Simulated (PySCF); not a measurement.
Nuclear quadrupole coupling in `CS[SiH2]OC(C)(C)C(=O)O`

Compound: C5H12O3SSi.
Geometry (GFN2-xTB, Å), atoms numbered from 1 in this order:
```
atom  x, y, z in Å
C1     3.4564   -0.1577    0.6699
S2     3.0002    1.5542    0.2508
Si3    0.9099    1.5432    0.7488
O4     0.4130    0.2709   -0.1280
C5    -0.8598   -0.2556   -0.3064
C6    -1.2295   -0.1832   -1.7931
C7    -0.8825   -1.7015    0.2051
C8    -1.8638    0.5585    0.4873
O9    -1.5608    1.5040    1.1678
O10   -3.1132    0.1314    0.3637
H11    4.5008   -0.2840    0.4074
H12    2.8390   -0.8399    0.0957
H13    3.3172   -0.3194    1.7345
H14    0.8481    1.2939    2.1843
H15    0.4919    2.8503    0.2802
H16   -1.2159    0.8528   -2.1237
H17   -0.4918   -0.7375   -2.3670
H18   -2.2158   -0.6062   -1.9598
H19   -1.8727   -2.1306    0.0843
H20   -0.1621   -2.2873   -0.3599
H21   -0.6023   -1.7237    1.2561
H22   -3.7168    0.6867    0.8859
```

Field gradients from the PBE0/pcSseg-1 density (PySCF, non-relativistic), principal values in atomic units, ordered |Vxx| ≤ |Vyy| ≤ |Vzz|:

```tsv
atom	Vxx	Vyy	Vzz
S2	-0.0388	-2.1841	2.2229
O4	-0.5247	-1.2153	1.7400
O9	0.6345	0.7652	-1.3998
O10	-0.4634	-1.1651	1.6286
```

Find the asymmetry η = (Vxx − Vyy)/Vzz and the couplings χ = eQV/h (234.96 MHz × Q in barn × V in au), with Q(33S) = −0.0678 b, Q(17O) = −0.0256 b.

```
atom                environment  nucleus     η  χzz (MHz)  χxx (MHz)  χyy (MHz)
  S2  sulfur bonded to C and Si      33S  0.97     -35.41       0.62      34.79
  O4         silyl ether oxygen      17O  0.40     -10.47       3.16       7.31
  O9       acid carbonyl oxygen      17O  0.09       8.42      -3.82      -4.60
 O10       acid hydroxyl oxygen      17O  0.43      -9.80       2.79       7.01
```

At S2 η is above 0.9: Vyy and Vzz are nearly equal in size and opposite in sign, so a small change could swap them and flip the sign of χzz. 

What is Vzz at O9 in SI units (1 au = 9.71736 × 10²¹ V/m²)?

-1.3998 au = -13.602 × 10²¹ V/m².

And the gradient at the other heavy atoms, for which no coupling is worked out here?

```
atom                 environment  Vzz (au)     η
  C1             S-methyl carbon     0.282  0.09
 Si3        oxygen-bound silicon    -0.607  0.64
  C5  sp3 carbon bound to oxygen     0.323  0.33
  C6               methyl carbon     0.114  0.12
  C7               methyl carbon     0.110  0.11
  C8      carboxylic acid carbon     0.458  0.97
```

Were the hydrogens deuterons (Q(2H) = 0.00286 b), χzz would run from 111 kHz (H14) to 286 kHz (H22).

The structure is a single GFN2-xTB conformer in the gas phase; no vibrational or solvent corrections. GFN2-xTB bond lengths can be off by several hundredths of an ångström, more for odd bonds, and the gradients follow them. With so small a basis the couplings can be 20 % off.
